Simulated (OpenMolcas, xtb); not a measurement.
**CH3ClF2Si (SMILES C[Si](F)(F)Cl): methods side by side**

CH3ClF2Si has 8 atoms, charge 0, and is taken as a singlet. As SMILES, `C[Si](F)(F)Cl`. The shape is that of a PBE0-D4/def2-TZVP optimisation.

Each level gives the dipole moment (D). The values are calculated.

| level | kind | program | value (D) | CPU time |
| --- | --- | --- | --- | --- |
| GFN0-xTB | semi-empirical | xtb | 2.39 | under 2 s |
| HF/def2-SVP | Hartree–Fock | OpenMolcas | 2.47 | 6.6 s |
| SVWN5/def2-SVP | LDA | OpenMolcas | 2.24 | 16 s |
| BLYP/def2-SVP | GGA | OpenMolcas | 2.10 | 21 s |
| TPSS/def2-SVP | meta-GGA | OpenMolcas | 2.16 | 28 s |
| BHLYP/def2-SVP | global hybrid | OpenMolcas | 2.36 | 23 s |
| PBE0/def2-SVP | global hybrid | OpenMolcas | 2.30 | 20 s |

The values span 2.10 to 2.47 D. Magnitudes only. Times are those of the runs behind each value, whatever else they computed, on shared processors of several kinds: orders of magnitude only.
